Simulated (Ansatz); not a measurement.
A run for Ansatz (a program for electronic structure): U-B3LYP/cc-pVTZ on GaGeH5 (SMILES [GaH2][GeH3]), a point of a bond scan (R = 1.260 Å).

Ansatz 0.2 input:
```yaml
crystal:
  periodic: [false, false, false]
  atoms:
    - {symbol: Ga, position_ang: [-1.23043577, -0.07769067, -0.29199579]}
    - {symbol: Ge, position_ang: [1.15729770, 0.07022597, 0.27368514]}
    - {symbol: H, position_ang: [1.98201560, -1.14287734, -0.19965612]}
    - {symbol: H, position_ang: [1.78713141, 1.32896781, -0.36154397]}
    - {symbol: H, position_ang: [1.35929899, 0.19976849, 1.79857150]}
    - {symbol: H, position_ang: [-2.01984411, 0.82058011, 0.10370603]}
    - {symbol: H, position_ang: [-1.80126754, -1.26982717, -1.14605758]}
basis:
  gaussian:
    orbitals: cc-pVTZ
hamiltonian:
  xc: {name: B3LYP}
magnetization: {spin_polarized: true, initial_magnetization: 0}
```

It printed:

```
WARN ansatz: RAYON_NUM_THREADS=1 ignored (pool sized by the plan → 1); use --threads N
Functional definition: B3LYP
integrals: 0.08 GiB planned
1106 factors; their error is unknown
mean field: 1.04 GiB planned
mean field evaluation 1: about -108979.5588 eV, gradient 1.9e1 eV
mean field evaluation 2: about -108980.1282 eV, gradient 1.6e1 eV
mean field evaluation 4: about -108980.7470 eV, gradient 3.2e-1 eV
mean field evaluation 8: about -108981.0653 eV, gradient 2.1e-1 eV
mean field evaluation 16: about -108981.0654 eV, gradient 9.1e-6 eV
mean field -108981.06541795 eV, -4004.9802840902 hartree, gradient 9.1e-6 eV, S^2 0.000000; 0 other end points of the search recorded, 0 dependent functions left out
reference -108981.06569633 eV, -4004.9802943207 hartree; 34, 34 occupied and 122, 122 virtual orbitals, 1106 factors
Total energy: -108981.06569633 eV, -4004.9802943207 hartree
```

The calculation finished and met its thresholds.

Cost: roughly 7 core-seconds.
